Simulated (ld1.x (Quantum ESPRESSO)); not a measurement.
**Reading a pseudo-wave (aluminium)**

Columns: radius, all-electron u(r) and pseudo u(r) of the 2p shell (level -78.16 eV) of aluminium in the configuration [He] 2s2 2p6 3s2 3p0; PW91, scalar-relativistic, TM semilocal scheme, ld1.x (Quantum ESPRESSO) 7.5.

| r (bohr) | all-electron | pseudo |
| --- | --- | --- |
| 0.050 | 0.1260 | 0.0429 |
| 0.100 | 0.3716 | 0.1657 |
| 0.150 | 0.6262 | 0.3515 |
| 0.200 | 0.8444 | 0.5751 |
| 0.250 | 1.0117 | 0.8064 |
| 0.300 | 1.1280 | 1.0161 |
| 0.350 | 1.1984 | 1.1810 |
| 0.400 | 1.2305 | 1.2877 |
| 0.450 | 1.2323 | 1.3341 |
| 0.500 | 1.2112 | 1.3276 |
| 0.550 | 1.1733 | 1.2813 |
| 0.600 | 1.1238 | 1.2100 |
| 0.650 | 1.0667 | 1.1269 |
| 0.700 | 1.0049 | 1.0417 |
| 0.750 | 0.9410 | 0.9601 |
| 0.800 | 0.8766 | 0.8847 |
| 0.850 | 0.8131 | 0.8156 |
| 0.900 | 0.7514 | 0.7519 |
| 0.950 | 0.6922 | 0.6922 |
| 1.000 | 0.6358 | 0.6358 |
| 1.050 | 0.5827 | 0.5827 |
| 1.100 | 0.5328 | 0.5328 |
| 1.150 | 0.4863 | 0.4863 |
| 1.200 | 0.4431 | 0.4431 |
| 1.250 | 0.4031 | 0.4031 |
| 1.300 | 0.3663 | 0.3663 |

Question: How many radial nodes do the two functions have?

Answer: The all-electron 2p function has n − l − 1 = 0; the pseudo-wave has 0.

Question: At about which radius was the pseudo-wave matched?

Answer: 1.00 bohr, where the columns begin to agree (steps of 0.05 bohr).

Question: Where does each function peak?

Answer: Outermost all-electron maximum near 0.45 bohr, pseudo maximum near 0.45 bohr (to the table’s step).

Question: Is the pseudo-wave norm-conserving?

Answer: Yes: the TM semilocal scheme keeps the norm inside the radius equal to the all-electron one, which fixes the energy derivative of the logarithmic derivative at the level.
